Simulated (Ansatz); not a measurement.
Basis sets compared for Mg₂Te₃ (the lowest singlet isomer of a short search). Charge 0, multiplicity 1. Geometry r2SCAN-D4/def2-SVP. Ansatz on 4 threads of Arm Neoverse V2 on a shared host; times are rough, and most runs start from earlier orbitals.

```xyz
5

Mg    0.782    1.166   -0.880
Mg    0.452   -1.268    0.971
Te   -1.843    1.449   -0.711
Te    2.742   -0.224    0.197
Te   -2.133   -1.122    0.424
```

In the def2 sets Te takes a core potential; there is no spin–orbit coupling. The structure comes from a short search, and lower isomers may exist.

Binding counts from free atoms (Mg singlet, Te triplet) in the same basis, without a counterpoise term.

| level | functions | energy (Eh) | HOMO (eV) | LUMO (eV) | binding per atom (eV) | wall time |
| --- | --- | --- | --- | --- | --- | --- |
| PBE-D4/def2-SVP | 114 | -1204.0099 | -4.58 | -3.16 | 2.05 | 1.2 s |
| PBE0-D4/def2-SVP | 114 | -1204.1033 | -5.52 | -2.51 | 1.99 | 2 s |

(1) Estimate the rows for PBE-D4/def2-TZVP (with forces), PBE0-D4/def2-TZVP.

Results:

(1) 
```
                         level  functions  energy (Eh)  HOMO (eV)  LUMO (eV)  binding per atom (eV)  wall time
PBE-D4/def2-TZVP (with forces)        214   -1204.1824      -4.65      -3.17                   2.05      2.9 s
             PBE0-D4/def2-TZVP        214   -1204.2743      -5.56      -2.49                   2.01      5.5 s
```
